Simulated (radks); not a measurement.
Excited configurations of Cd III: one electron is placed in a higher orbital outside [Kr] 4d9. The ground configuration is [Kr] 4d10. Calculated with a radial shooting solver on a logarithmic mesh with Libxc functionals: scalar-relativistic Kohn-Sham, PBE, spin-polarised, spherical densities, point nucleus; open shells are filled with parallel spins first (spin-orbit coupling, left out, can overturn this in heavy ions). Excitation = E - E(ground); binding = E(ion) - E, where the ion is the core of charge +3; n* = 3/sqrt(2 binding) in atomic units, and the quantum defect is n - n*.

outer orbital  excitation (eV)  binding (eV)  quantum defect  eigenvalue (eV)
4f                      29.592         8.217           0.140           -6.525
5s                       9.773        28.036           2.910          -23.701
5p                      17.067        20.743           2.570          -17.166
5d                      25.536        12.273           1.841          -10.064
5f                      32.211         5.599           0.323           -4.611
6s                      25.035        12.774           2.904          -11.040
6p                      27.311        10.498           2.585           -9.001
6d                      30.478         7.331           1.913           -6.204
6f                      33.831         3.978           0.452           -3.378
7p                      31.404         6.406           2.628           -5.565
7d                      32.957         4.852           1.977           -4.188
7f                      34.860         2.949           0.556           -2.548

The Delta-SCF ionisation energy is 37.809 eV (NIST Atomic Spectra Database: 37.47 eV, measured). Self-interaction in the functional shifts the binding energies and quantum defects, so they are the method's values and not measured ones. Open shells are spherical and high-spin; term and fine-structure splittings are not resolved.
